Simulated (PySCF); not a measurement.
## Calculated data, BH3NOSi, Al2BH5N, CH5AlBSi, AlBH4N

Calculation on a computer-drawn molecule: the log of a Hartree-Fock and frozen-core CCSD(T) single point meant for a local Hartree-Fock minimum, with one planted fault or none, to be diagnosed. Offsets are logged minus clean, where the clean run is the same molecule without the fault. The reference is restricted for singlets and unrestricted otherwise, and also for a bond in bohr or an excited solution. Adding or removing an electron swaps singlet and doublet. The excited solution moves the top pair (singlet) or top alpha electron (doublet) to the lowest empty orbital. Highest occupied and lowest empty are orbital energies over both spins, largest force is the largest gradient component, triples share is (T) over the correlation energy, the T1 limit is 0.02 restricted and 0.045 unrestricted, electrons count all cores, a negative frequency is imaginary (commonest isotopes), and the dipole is about the centre of nuclear charge. Program: PySCF 2.14.0.

Common to all runs: meant charge 1; meant multiplicity 1; meant basis cc-pV(D+d)Z; logged SCF converged yes; logged CC converged yes; logged SCF stable within its kind yes; possible faults no fault, one electron removed, one electron added, multiplicity raised by two, geometry at a saddle point, SCF held on an excited solution, minimal basis STO-3G, one bond length entered in bohr, all coordinates scaled.

(1) BH3NOSi

Logged structure:
```xyz
7
BH3NOSi
B     -0.8077     3.4189    -0.7894
O     -0.3296     2.7224     0.0874
Si     0.4600     1.4526     1.1009
N      1.0059     0.2053     0.4740
H     -1.2695     4.0953    -1.6245
H      0.3416     2.0506     2.4120
H      1.2901    -0.5239    -0.1359
```

* logged electrons: 36
* logged basis functions: 27
* logged spin squared: 0
* logged highest occupied: -13.552 eV
* logged lowest empty: 0.74671 eV
* logged largest force: 0.044036 hartree/bohr
* logged T1 diagnostic: 0.028949
* logged D1 diagnostic: 0.084863
* logged triples share: 0.054275
* logged dipole magnitude: 4.5922 debye
* logged energy HF: -439.09514 hartree
* logged energy CCSD(T): -439.36215 hartree
* planted fault: minimal basis STO-3G
* HF energy offset from clean run: 3358 kcal/mol
* CCSD(T) energy offset from clean run: 3532 kcal/mol

Drawn bonds:
```
atom  other atom  order
   1           2      1
   2           3      1
   3           4      2
   1           5      1
   3           6      1
   4           7      1
```

Notes: T1 above single-reference limit.

(2) BH3NOSi

Logged structure:
```xyz
7
BH3NOSi
B     -0.8077     3.4189    -0.7894
O     -0.3296     2.7224     0.0874
Si     0.4600     1.4526     1.1009
N      1.0059     0.2053     0.4740
H     -1.2695     4.0953    -1.6245
H      0.3416     2.0506     2.4120
H      1.5429    -1.1728    -0.6787
```

- logged electrons: 36
- logged basis functions: 80
- logged spin squared: 0.8957
- logged highest occupied: -14.753 eV
- logged lowest empty: -3.4801 eV
- logged largest force: 0.086094 hartree/bohr
- logged T1 diagnostic: 0.090319
- logged D1 diagnostic: 0.47567
- logged triples share: 0.039714
- logged dipole magnitude: 6.9301 debye
- logged energy HF: -444.27878 hartree
- logged energy CCSD(T): -444.82536 hartree
- planted fault: one bond length entered in bohr, row 6 of the drawn bonds
- HF energy offset from clean run: 105.5 kcal/mol
- CCSD(T) energy offset from clean run: 103.5 kcal/mol

Drawn bonds:
```
atom  other atom  order
   1           2      1
   2           3      1
   3           4      2
   1           5      1
   3           6      1
   4           7      1
```

Notes: T1 above single-reference limit.

(3) Al2BH5N

Logged structure:
```xyz
9
Al2BH5N
B     -1.5562    -1.6828     2.6834
Al    -0.8277    -2.4961     0.6919
N     -0.0662    -1.2638    -0.2757
Al     0.6700    -1.4473    -1.9442
H     -1.9391    -1.2634     3.7266
H     -1.1462    -4.0096     0.5631
H      0.0001    -0.3233     0.0848
H      1.2973    -0.1779    -2.6066
H      0.5618    -2.9132    -2.4939
```

* logged electrons: 42
* logged basis functions: 33
* logged spin squared: 0
* logged highest occupied: -12.215 eV
* logged lowest empty: -1.4983 eV
* logged largest force: 0.041036 hartree/bohr
* logged T1 diagnostic: 0.029724
* logged D1 diagnostic: 0.12077
* logged triples share: 0.028622
* logged dipole magnitude: 8.9848 debye
* logged energy HF: -558.85146 hartree
* logged energy CCSD(T): -559.0439 hartree
* planted fault: minimal basis STO-3G
* HF energy offset from clean run: 4247 kcal/mol
* CCSD(T) energy offset from clean run: 4381 kcal/mol

Drawn bonds:
```
atom  other atom  order
   1           2      1
   2           3      1
   3           4      1
   1           5      1
   2           6      1
   3           7      1
   4           8      1
   4           9      1
```

Notes: T1 above single-reference limit.

(4) CH5AlBSi

Logged structure:
```xyz
9
CH5AlBSi
B      1.1318    -0.1321     0.8018
C     -0.2310     0.2380     0.9132
Al    -0.7784     1.1337     2.6642
Si    -1.3723    -0.0620    -0.3885
H      2.2819    -0.4271     0.7474
H      0.3767     1.3257     3.7259
H     -2.3134     1.5160     2.7092
H     -0.9852    -0.7119    -1.6645
H     -2.7973     0.3254    -0.2724
```

* logged electrons: 42
* logged basis functions: 99
* logged spin squared: 0
* logged highest occupied: -15.355 eV
* logged lowest empty: -4.4645 eV
* logged largest force: 0.0080149 hartree/bohr
* logged T1 diagnostic: 0.015822
* logged D1 diagnostic: 0.043018
* logged triples share: 0.037109
* logged dipole magnitude: 3.5107 debye
* logged energy HF: -596.02927 hartree
* logged energy CCSD(T): -596.43769 hartree
* planted fault: all coordinates scaled, by +1.3 %
* HF energy offset from clean run: 0.8653 kcal/mol
* CCSD(T) energy offset from clean run: -0.2329 kcal/mol

Drawn bonds:
```
atom  other atom  order
   1           2      1
   2           3      1
   2           4      2
   1           5      1
   3           6      1
   3           7      1
   4           8      1
   4           9      1
```

(5) AlBH4N

Logged structure:
```xyz
7
AlBH4N
B     -0.7250    -2.2194     0.7049
N     -0.5998    -1.1322     1.4086
Al     0.3509     0.4807     0.8954
H     -0.8091    -3.1747     0.0336
H     -1.0385    -1.1069     2.3239
H      0.2674     1.5542     2.0096
H      0.9649     0.2916    -0.5188
```

- logged electrons: 28
- logged basis functions: 23
- logged spin squared: 0
- logged highest occupied: -15.416 eV
- logged lowest empty: -0.30785 eV
- logged largest force: 0.037458 hartree/bohr
- logged T1 diagnostic: 0.020341
- logged D1 diagnostic: 0.062285
- logged triples share: 0.02821
- logged dipole magnitude: 2.7024 debye
- logged energy HF: -319.32562 hartree
- logged energy CCSD(T): -319.49106 hartree
- planted fault: minimal basis STO-3G
- HF energy offset from clean run: 2415 kcal/mol
- CCSD(T) energy offset from clean run: 2520 kcal/mol

Drawn bonds:
```
atom  other atom  order
   1           2      1
   2           3      1
   1           4      1
   2           5      1
   3           6      1
   3           7      1
```

Notes: T1 above single-reference limit.
